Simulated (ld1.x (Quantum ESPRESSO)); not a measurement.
## What one change does to a pseudopotential (chromium, TM)

ld1.x (Quantum ESPRESSO) 7.5 input, shortened:

```
&input
   title='Cr', zed=24., rel=1, dft='PBESOL', iswitch=3,
   config='[Ar] 3d4 4s0 4p0'
 /
 &inputp
   pseudotype=2, tm=.true., lloc=1,
   nlcc=.true., rcore=0.70
 /
3
4S  1  0   0.00   0.00  1.70  1.70  0.0
3D  3  2   4.00   0.00  1.40  1.40  0.0
3P  2  1   6.00   0.00  1.05  1.05  0.0
 &test
   configts(1)='3p6 3d4 4s0 4p0'
 /
```

All-electron outer shells of the reference configuration (PBEsol, scalar-relativistic, ld1.x):

```tsv
shell	level (eV)	outermost node (bohr)	outermost maximum (bohr)
3s	-94.88	0.36	0.78
3p	-66.31	0.33	0.80
3d	-22.81	–	0.82
4s	-18.42	1.10	2.36
4p	-13.23	1.20	2.78
```

Change: reference 3p6 3d6 4s0 4p0.

Cutoffs: the cutoffs (Ry, on a coarse ladder) from which the occupation-weighted sum of valence levels, in a spherical-Bessel basis at the reference potential, stays within 10 and 1 mRy of its value at 400 Ry; they do not see the model core or the augmentation charge, which bear on the density cutoff. Errors are all-electron minus pseudo energies relative to the spin-unpolarised reference configuration.

Problem. What does the change do?

Solution. The potential gets neither clearly harder nor softer (110 Ry and 160 Ry → 110 Ry and 160 Ry); both files keep a bound ghost (s); the range in which the d phases agree widens (upper end 2.1 → 3.7).

```tsv
quantity	base	changed
cutoff, loose	110 Ry	110 Ry
cutoff, tight	160 Ry	160 Ry
bound ghosts	s	s
largest error over its own tests, meV	-129	-120
s: phases at 1.85 bohr within 0.05 rad from the reference energy up to (Ry; the scan ends near 5)	0.2	1.1
p: phases at 1.85 bohr within 0.05 rad from the reference energy up to (Ry; the scan ends near 5)	to the end of the scan	to the end of the scan
d: phases at 1.85 bohr within 0.05 rad from the reference energy up to (Ry; the scan ends near 5)	2.1	3.7
```

 A true bound ghost makes a file unfit for plane-wave use even where its test errors are small: the radial tests pick states by their node count and pass the ghost by.
